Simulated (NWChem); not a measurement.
Molecule: GeHSI, singlet; SMILES [Ge]([SH])[I]

```xyz
4

Ge     0.7970    -1.0641     0.0000
I     -0.1091     1.3353     0.0000
S     -1.1924    -2.0870     0.0000
H     -0.6442    -3.3261     0.0000
```
Atoms are numbered in this order, from 1.

Results from NWChem. Pople sets run with spherical d functions. Low-valent species are run as closed-shell singlets; no triplet was tried in these runs. All runs use the structure optimised with PBE0/def2-SVP (def2 core potentials past Kr). Total energies compare along this basis series because the functional is fixed.

```
level                            basis functions  energy (Ha)  highest occupied level (eV)  orbital gap (eV)  dipole (D)
-------------------------------  ---------------  -----------  ---------------------------  ----------------  ----------
PBE0/STO-3G, non-relativistic                 55   -9299.6769                        -3.95              4.27        3.04
PBE0/3-21G, non-relativistic                  68   -9353.0022                        -7.19              4.14        3.05
PBE0/6-311G**, non-relativistic              138   -9394.5409                        -7.22              4.28        2.60
```
